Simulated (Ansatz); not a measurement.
Cl2GeH2 (`[Cl][GeH2][Cl]`). Total charge 0; spin multiplicity 1. Geometry: relaxed with PBE0-D4/def2-TZVP.

```xyz
5

Cl   -1.536    0.965   -0.935
Ge   -0.029   -0.131    0.116
Cl    1.883    0.629   -0.472
H    -0.205    0.130    1.611
H    -0.114   -1.594   -0.319
```

(1) What is the dipole moment at B3LYP/def2-TZVPP? (Estimate.)

(2) And with PBE, r2SCAN, ωB97M-V? (Best estimate.)

(3) Give the Mulliken charges with B3LYP, r2SCAN, ωB97M-V in def2-TZVPP. (Best estimate.)

Results:

(1) Computed: 1.92 D, with components (-0.31, -1.42, 1.25) D in this frame, pointing from negative to positive charge.

(2) The calculation gave: PBE 1.82 D, r2SCAN 1.92 D, ωB97M-V 1.96 D.

(3) Ansatz gave: 
```json
{"atom": "Cl1", "B3LYP": "-0.28", "r2SCAN": "-0.29", "ωB97M-V": "-0.26"}
{"atom": "Ge2", "B3LYP": "0.50", "r2SCAN": "0.55", "ωB97M-V": "0.42"}
{"atom": "Cl3", "B3LYP": "-0.28", "r2SCAN": "-0.29", "ωB97M-V": "-0.26"}
{"atom": "H4", "B3LYP": "0.03", "r2SCAN": "0.02", "ωB97M-V": "0.05"}
{"atom": "H5", "B3LYP": "0.03", "r2SCAN": "0.02", "ωB97M-V": "0.05"}
```

B3LYP here is the variant with VWN-RPA as its local correlation; programs differ in this.
